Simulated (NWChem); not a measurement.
Molecule: CH7GeN; SMILES [GeH2]([CH3])[NH2]

```xyz
10

Ge    -0.3469     0.0473     0.0000
C      0.6462    -1.6420     0.0000
N      0.6897     1.5698     0.0000
H     -1.2254     0.1267     1.2656
H     -1.2254     0.1267    -1.2656
H      1.2847    -1.7188    -0.8927
H      1.2847    -1.7188     0.8927
H     -0.0515    -2.4936     0.0000
H      1.2761     1.6799    -0.8234
H      1.2761     1.6799     0.8234
```
Atoms are numbered in this order, from 1.

All runs: NWChem. Structure relaxed at the PBE0/def2-SVP level. Vzz is the largest principal value of the second derivative of the potential at the nucleus (NWChem prints the opposite sign); η is the asymmetry. Non-relativistic.

Q: Estimate the computed values for Hartree-Fock/def2-TZVP. Quantities: Vzz Ge1 (a.u.); η Ge1; Vzz N3 (a.u.); η N3.

A: 
- Vzz Ge1 (a.u.) = 0.560
- η Ge1 = 0.12
- Vzz N3 (a.u.) = -0.913
- η N3 = 0.27
